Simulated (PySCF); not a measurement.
Record of a relaxation.

5,5-dimethylhexan-1-ol, C8H18O.
Bonds: C1–C2, C2–C3, C2–C4, C2–C5, C5–C6, C6–C7, C7–C8, C8–O9. Hydrogens: H10, H11, H12 on C1; H13, H14, H15 on C3; H16, H17, H18 on C4; H19, H20 on C5; H21, H22 on C6; H23, H24 on C7; H25, H26 on C8; H27 on O9.

Method: PySCF 2.14.0, PBE0-D3(BJ)/def2-SVP geometry optimisation, gas phase; density fitting, grid level 2; the optimiser is geomeTRIC in internal coordinates, started from a GFN2-xTB structure. 3 of its 4 geometries are shown. The frame can shift and turn from step to step; on so coarse a grid that alone can change the energy by a few meV, and forces under 0.02 eV/Å are noise.

Step 0: E = -10617.4845 eV, largest atomic force 1.024 eV/Å
```
atom  x, y, z in Å  |  force x, y, z in eV/Å
C1     -1.765    1.088   -1.213    0.065  -0.380   0.467
C2     -1.656    0.161    0.000   -0.118   0.052   0.154
C3     -1.960   -1.277   -0.426    0.142   0.564   0.151
C4     -2.691    0.594    1.045    0.413  -0.172  -0.416
C5     -0.263    0.263    0.648   -0.078  -0.259  -0.806
C6      0.919   -0.127   -0.237    0.055   0.258   0.958
C7      2.237    0.010    0.521    0.092  -0.254  -0.988
C8      3.435   -0.383   -0.343    0.226   0.087   0.893
O9      4.665   -0.236    0.328    0.016   0.078   0.010
H10    -1.501    2.107   -0.942    0.105   0.478   0.068
H11    -2.785    1.089   -1.592   -0.421   0.029  -0.211
H12    -1.110    0.762   -2.016    0.280  -0.081  -0.393
H13    -1.837   -1.959    0.413    0.038  -0.346   0.339
H14    -1.303   -1.595   -1.231    0.266  -0.210  -0.344
H15    -2.986   -1.354   -0.779   -0.429  -0.086  -0.172
H16    -2.646   -0.051    1.920   -0.010  -0.251   0.404
H17    -3.696    0.539    0.632   -0.457  -0.008  -0.135
H18    -2.509    1.618    1.365    0.046   0.444   0.176
H19    -0.116    1.292    0.984    0.039   0.336   0.206
H20    -0.253   -0.374    1.537    0.001  -0.148   0.358
H21     0.812   -1.160   -0.572   -0.062  -0.331  -0.227
H22     0.954    0.513   -1.119   -0.011   0.155  -0.387
H23     2.369    1.041    0.855    0.089   0.304   0.186
H24     2.214   -0.628    1.411    0.008  -0.165   0.328
H25     3.502    0.270   -1.216   -0.085   0.111  -0.311
H26     3.313   -1.419   -0.696   -0.144  -0.206  -0.215
H27     4.639   -0.759    1.137   -0.067   0.004  -0.090
```

Step 2: E = -10617.5543 eV, largest atomic force 0.033 eV/Å
```
atom  x, y, z in Å  |  force x, y, z in eV/Å
C1     -2.058    1.233   -1.102   -0.004   0.005  -0.005
C2     -1.942    0.305    0.110    0.006  -0.004  -0.010
C3     -2.250   -1.133   -0.314   -0.005  -0.006  -0.001
C4     -2.960    0.740    1.168   -0.014   0.003   0.006
C5     -0.539    0.401    0.738   -0.004   0.007   0.021
C6      0.642    0.020   -0.144    0.005  -0.009  -0.021
C7      1.978    0.146    0.572   -0.007   0.006   0.022
C8      3.168   -0.231   -0.293   -0.018  -0.014  -0.023
O9      4.399   -0.051    0.351    0.027   0.006   0.009
H10    -1.808    2.272   -0.833   -0.002  -0.002   0.004
H11    -3.085    1.229   -1.500    0.001  -0.005   0.002
H12    -1.388    0.926   -1.920    0.001   0.000   0.004
H13    -2.143   -1.829    0.534   -0.001   0.004   0.002
H14    -1.581   -1.476   -1.119    0.001   0.002   0.003
H15    -3.283   -1.218   -0.688    0.002   0.005  -0.001
H16    -2.912    0.091    2.057    0.004  -0.001  -0.003
H17    -3.988    0.691    0.773    0.002  -0.001   0.000
H18    -2.775    1.775    1.497    0.004  -0.002  -0.003
H19    -0.392    1.435    1.098   -0.001  -0.004  -0.006
H20    -0.523   -0.233    1.644   -0.002  -0.001  -0.007
H21     0.523   -1.016   -0.508    0.001   0.006   0.005
H22     0.659    0.656   -1.046   -0.001   0.000   0.008
H23     2.123    1.179    0.933    0.002  -0.004  -0.009
H24     1.972   -0.494    1.475    0.002   0.001  -0.009
H25     3.190    0.410   -1.190    0.005   0.002   0.010
H26     3.043   -1.271   -0.662    0.001   0.003   0.009
H27     4.403   -0.602    1.140   -0.004   0.000  -0.007
```

Step 3: E = -10617.5543 eV, largest atomic force under 0.02 eV/Å
```
atom  x, y, z in Å  |  force x, y, z in eV/Å
C1     -2.059    1.233   -1.101   -0.001   0.000   0.002
C2     -1.943    0.305    0.111    0.003  -0.001  -0.004
C3     -2.250   -1.133   -0.314   -0.001   0.001   0.001
C4     -2.961    0.739    1.168    0.001   0.001   0.002
C5     -0.539    0.401    0.738   -0.001  -0.001  -0.001
C6      0.642    0.020   -0.144    0.002   0.000   0.001
C7      1.979    0.146    0.572   -0.001   0.001   0.001
C8      3.168   -0.231   -0.294   -0.008  -0.004  -0.005
O9      4.401   -0.050    0.348    0.004   0.003   0.004
H10    -1.811    2.272   -0.831   -0.002   0.001   0.001
H11    -3.086    1.227   -1.499   -0.001  -0.002  -0.001
H12    -1.389    0.927   -1.919    0.002   0.001   0.000
H13    -2.145   -1.829    0.534   -0.002   0.000   0.002
H14    -1.581   -1.476   -1.118    0.002  -0.001   0.000
H15    -3.283   -1.216   -0.689    0.000   0.001  -0.002
H16    -2.911    0.091    2.057    0.001  -0.001   0.002
H17    -3.988    0.691    0.773    0.000  -0.001  -0.001
H18    -2.775    1.774    1.497    0.001   0.001   0.001
H19    -0.392    1.435    1.098    0.001   0.003  -0.001
H20    -0.524   -0.233    1.644   -0.001  -0.004   0.000
H21     0.523   -1.016   -0.507    0.000  -0.003   0.001
H22     0.659    0.656   -1.046    0.000   0.004  -0.001
H23     2.125    1.179    0.932    0.001   0.004  -0.003
H24     1.974   -0.493    1.475   -0.001  -0.003   0.001
H25     3.191    0.410   -1.191    0.000   0.003  -0.002
H26     3.044   -1.272   -0.661    0.000  -0.002   0.002
H27     4.406   -0.602    1.137    0.001  -0.002  -0.001
```

**Question.** Summarise the path.

**Answer.** The energy falls by 1.61 kcal/mol from step 0 to step 3; nine tenths of that is first reached at step 1. It falls at every step. The largest force goes from 1.024 to under 0.02 eV/Å. Among the bonds C1–H10 changes most (a near tie, within 0.001 Å, with another), from 1.088 to 1.102 Å; the atoms move by 0.025 Å rms after alignment.

**Question.** Follow the three bonds and two angles with the largest change from start to end.

**Answer.** 
| step | E above end (kcal/mol) | largest force (eV/Å) | C1–H10 (Å) | C3–H13 (Å) | C1–H12 (Å) | H21–C6–H22 (°) | H25–C8–H26 (°) |
| --- | --- | --- | --- | --- | --- | --- | --- |
| 0 | 1.61 | 1.024 | 1.088 | 1.088 | 1.087 | 108.1 | 108.2 |
| 1 | 0.03 | 0.192 | 1.103 | 1.103 | 1.102 | 105.9 | 106.0 |
| 2 | 0.00 | 0.033 | 1.102 | 1.102 | 1.101 | 105.9 | 106.1 |
| 3 | 0.00 | under 0.02 | 1.102 | 1.102 | 1.101 | 105.9 | 106.1 |

What follows is the cost of the whole optimisation. The run took 55 s of wall time on one thread, AMD EPYC 9R45 (x86_64), shared host, and the process peaked at 1.0 GiB of memory.
